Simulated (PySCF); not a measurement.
As⁺ (arsenic, charge +1): UHF calculation

Configuration: [Ar] 3d10 4s2 4p2, high-spin 3P determinant. Calculation: PySCF 2.14, in 6-31G* (5s4p3d, 32 functions); no relativity, point nucleus.

```json
{"Total energy": "-2233.554627 hartree", "One-electron energy": "-3101.6600 hartree", "Hartree (Coulomb) energy": "949.2952 hartree", "Exchange energy": "-81.1898 hartree", "Kinetic energy": "2232.81531 hartree", "⟨S²⟩": "2.0082", "⟨L²⟩": "2.023", "Sum of ⟨r⟩": "21.74 bohr", "Sum of ⟨r²⟩": "30.51 bohr²", "Traceless quadrupole moment −½Σ⟨3z² − r²⟩ along its main axis": "2.47 e·bohr²", "Density at the nucleus (Gaussians lack the cusp)": "23300 bohr⁻³", "Spin density at the nucleus": "0.0602 bohr⁻³", "Langevin diamagnetic susceptibility": "-24.2 ×10⁻⁶ cm³/mol", "Time after the integrals": "0.07 s of wall time on 1 thread of Neoverse-V2 (shared host)"}
```

```json
{"shell": "1s α", "electrons": "1", "mean orbital energy (eV)": "-11781.8", "spread (eV)": "0", "rms radius, mean of both spins (bohr)": "0.0537"}
{"shell": "1s β", "electrons": "1", "mean orbital energy (eV)": "-11781.6", "spread (eV)": "0", "rms radius, mean of both spins (bohr)": "0.0537"}
{"shell": "2s α", "electrons": "1", "mean orbital energy (eV)": "-1543.5", "spread (eV)": "0", "rms radius, mean of both spins (bohr)": "0.223"}
{"shell": "2s β", "electrons": "1", "mean orbital energy (eV)": "-1543.4", "spread (eV)": "0", "rms radius, mean of both spins (bohr)": "0.223"}
{"shell": "2p α", "electrons": "3", "mean orbital energy (eV)": "-1376.1", "spread (eV)": "0.044", "rms radius, mean of both spins (bohr)": "0.198"}
{"shell": "2p β", "electrons": "3", "mean orbital energy (eV)": "-1375.9", "spread (eV)": "0.161", "rms radius, mean of both spins (bohr)": "0.198"}
{"shell": "3s α", "electrons": "1", "mean orbital energy (eV)": "-229.35", "spread (eV)": "0", "rms radius, mean of both spins (bohr)": "0.650"}
{"shell": "3s β", "electrons": "1", "mean orbital energy (eV)": "-229.03", "spread (eV)": "0", "rms radius, mean of both spins (bohr)": "0.650"}
{"shell": "3p α", "electrons": "3", "mean orbital energy (eV)": "-170.88", "spread (eV)": "0.012", "rms radius, mean of both spins (bohr)": "0.671"}
{"shell": "3p β", "electrons": "3", "mean orbital energy (eV)": "-170.44", "spread (eV)": "0.575", "rms radius, mean of both spins (bohr)": "0.671"}
{"shell": "3d α", "electrons": "5", "mean orbital energy (eV)": "-67.641", "spread (eV)": "0.334", "rms radius, mean of both spins (bohr)": "0.749"}
{"shell": "3d β", "electrons": "5", "mean orbital energy (eV)": "-67.416", "spread (eV)": "0.564", "rms radius, mean of both spins (bohr)": "0.749"}
{"shell": "4s α", "electrons": "1", "mean orbital energy (eV)": "-29.974", "spread (eV)": "0", "rms radius, mean of both spins (bohr)": "2.08"}
{"shell": "4s β", "electrons": "1", "mean orbital energy (eV)": "-24.804", "spread (eV)": "0", "rms radius, mean of both spins (bohr)": "2.08"}
{"shell": "4p α", "electrons": "2", "mean orbital energy (eV)": "-18.470", "spread (eV)": "0", "rms radius, mean of both spins (bohr)": "2.48"}
```
